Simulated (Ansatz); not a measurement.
The same redistribution along the group B, Al, Ga, In.

Gas-phase electronic energies from Ansatz, PBE0-D4/def2-TZVP geometries. CBS: MP2 limit from def2 TZ/QZ plus the TZ coupled-cluster correction, frozen cores. This one scheme is used for every species. DFT in def2-TZVPP. def2 core potentials past Kr. For Ga, In outer-core shells are correlated without core-valence functions, which leaves a few kJ/mol of doubt a bond. Scalar relativity is left out up to krypton. One conformer a species, not always the lowest.

```
                                                                        reaction  LDA (SPW92) (kcal/mol)  CCSD(T)/def2-SVP (kcal/mol)  CCSD(T)/CBS(def2) (kcal/mol)
                   `FB(F)O[SiH3]` + `O[SiH](F)F` → `OB(F)F` + `F[SiH](F)O[SiH3]`                    -3.4                         -4.7                          -4.0
`[F][Al]([F])[O][SiH3]` + `O[SiH](F)F` → `[OH][Al]([F])[F]` + `F[SiH](F)O[SiH3]`                     1.0                          2.2                           0.8
`[F][Ga]([F])[O][SiH3]` + `O[SiH](F)F` → `[OH][Ga]([F])[F]` + `F[SiH](F)O[SiH3]`                    -1.8                         -0.8                          -1.8
`[F][In]([F])[O][SiH3]` + `O[SiH](F)F` → `[OH][In]([F])[F]` + `F[SiH](F)O[SiH3]`                    -2.2                          0.2                          -1.5
```

Largest T1 diagnostic: 0.018, for `[OH][In]([F])[F]`.
